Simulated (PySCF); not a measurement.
A structure optimised at PBE-D3(BJ)/def2-TZVP, used in a PySCF frequency run:

```
B
O 1 1.2194
F 1 1.2950 2 180.00
```
Charge 0, spin multiplicity 1.

**Question.** Write its SMILES, formula and point group.

**Answer.** O=BF, BFO, C∞v

**Question.** What are its rotational constants (standard atomic weights)?

**Answer.** 9.1744 GHz (linear rotor, B only)
